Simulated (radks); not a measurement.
Values are calculated unless marked as measured or tabulated.
Valence configurations of Zr (all share [Kr]). Code: a radial shooting solver on a logarithmic mesh with Libxc functionals. Model: scalar-relativistic Kohn-Sham, PBE, spin-polarised, spherical densities, finite nucleus; open shells are filled with parallel spins first (spin-orbit coupling, left out, can overturn this in heavy ions); Fermi nuclear charge, rms radius 4.2694 fm. Energies are relative to 4d2 5s2; eigenvalues in eV for spin up.

valence          E (eV)  moment (Bohr magnetons)   e(4d)   e(5p)   e(5s)
4d2 5s2           0.000                        2  -4.058       -  -4.700
4d2 5s1.5 5p0.5   1.095                        3  -4.641  -2.050  -5.239
4d2 5p2           5.300                        4  -6.043  -2.876       -
4d3 5p1           2.810                        4  -3.830  -1.983       -
4d3 5s1          -0.128                        4  -2.860       -  -4.299
4d2 5s1 5p1       1.962                        4  -5.141  -2.372  -5.678
4d2 5s0.5 5p1.5   3.624                        4  -5.601  -2.631  -5.971
4d1 5p3           9.208                        4  -8.412  -3.746       -
4d1 5s2 5p1       3.203                        2  -6.646  -2.669  -6.185
4d1.5 5s0.5 5p2   5.291                        4  -6.788  -3.087  -6.627

NIST lists [Kr] 4d2 5s2 as the ground configuration; this level of theory puts 4d3 5s1 lower, by 0.128 eV. The energies are those of spherical high-spin densities, not of single terms.
